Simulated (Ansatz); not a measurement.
```yaml
crystal:
  periodic: [false, false, false]
  atoms:
    - {symbol: Ge, position_ang: [-0.185089, 0.551863, -1.861704]}
    - {symbol: N, position_ang: [-0.265148, 0.628976, -0.044482]}
    - {symbol: C, position_ang: [0.751675, 1.393217, 0.666207]}
    - {symbol: C, position_ang: [-0.862968, -0.499145, 0.675482]}
    - {symbol: C, position_ang: [0.079093, -1.668456, 0.982130]}
    - {symbol: H, position_ang: [0.327261, 1.762829, 1.626023]}
    - {symbol: H, position_ang: [1.675277, 0.814890, 0.901923]}
    - {symbol: H, position_ang: [1.045552, 2.279324, 0.070097]}
    - {symbol: H, position_ang: [-1.287423, -0.093257, 1.623107]}
    - {symbol: H, position_ang: [-1.731284, -0.857851, 0.083684]}
    - {symbol: H, position_ang: [-0.464189, -2.468992, 1.523369]}
    - {symbol: H, position_ang: [0.493332, -2.103215, 0.049840]}
    - {symbol: H, position_ang: [0.931552, -1.357780, 1.619128]}
    - {symbol: Cl, position_ang: [1.336157, -0.780793, -2.681563]}
    - {symbol: Cl, position_ang: [0.249367, 2.526083, -2.621783]}
    - {symbol: Cl, position_ang: [-2.093166, -0.127673, -2.611448]}
basis:
  gaussian: {orbitals: def2-TZVPD, initial_orbitals: start.molden}
hamiltonian: {xc: {name: wB97M-V}}
scf: {omitted_lower_state_checks: [starts]}
output: {orbitals: {seedname: orbitals}}
```

The file start.molden holds the orbitals of an earlier run on this structure, at another level or in another basis.

```sh
$ ansatz run in.yaml --threads 4 --pin off --events-out ev --progress --plain --max-ram 4787MiB
```

Problem. Does this run fit into the memory that it is given?

Solution. No. It has 412 basis functions, and Ansatz plans for 6 GiB where 5 GiB are given.
